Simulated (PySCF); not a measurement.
Zn(Br)(Me) (CH3BrZn), SMILES [CH3][Zn][Br].

Geometry optimised at B3LYP-D3(BJ)/def2-SVP. The structure was generated by enumeration; whether it is a known compound was not checked.

Method: B3LYP-D3(BJ)/def2-SVP run with PySCF.

Frequencies are harmonic and unscaled.

Modes within 1.5 cm⁻¹ of each other (mostly degenerate sets) share a row, with their intensities summed.

```json
[
 {"mode": "1–2", "ν (cm⁻¹)": "104", "IR (km/mol)": "8.5", "Raman (Å⁴/amu)": "0.7", "depolarisation": "0.75", "moving atoms (share of kinetic energy)": "Zn 40 %, C 32 %, H 20 %"},
 {"mode": "3", "ν (cm⁻¹)": "282", "IR (km/mol)": "19.2", "Raman (Å⁴/amu)": "12.4", "depolarisation": "0.27", "moving atoms (share of kinetic energy)": "Br 50 %, Zn 34 %, C 13 %"},
 {"mode": "4", "ν (cm⁻¹)": "569", "IR (km/mol)": "23.7", "Raman (Å⁴/amu)": "16.7", "depolarisation": "0.24", "moving atoms (share of kinetic energy)": "C 58 %, Zn 25 %, H 16 %"},
 {"mode": "5–6", "ν (cm⁻¹)": "701", "IR (km/mol)": "69.8", "Raman (Å⁴/amu)": "0.1", "depolarisation": "–", "moving atoms (share of kinetic energy)": "H 82 %, C 16 %"},
 {"mode": "7", "ν (cm⁻¹)": "1197", "IR (km/mol)": "0.8", "Raman (Å⁴/amu)": "16.1", "depolarisation": "0.20", "moving atoms (share of kinetic energy)": "H 81 %, C 19 %"},
 {"mode": "8–9", "ν (cm⁻¹)": "1431", "IR (km/mol)": "3.5", "Raman (Å⁴/amu)": "24.5", "depolarisation": "0.75", "moving atoms (share of kinetic energy)": "H 95 %"},
 {"mode": "10", "ν (cm⁻¹)": "3037", "IR (km/mol)": "10.0", "Raman (Å⁴/amu)": "156.6", "depolarisation": "0.00", "moving atoms (share of kinetic energy)": "H 97 %"},
 {"mode": "11–12", "ν (cm⁻¹)": "3137", "IR (km/mol)": "9.2", "Raman (Å⁴/amu)": "225.9", "depolarisation": "0.75", "moving atoms (share of kinetic energy)": "H 91 %, C 9 %"}
]
```
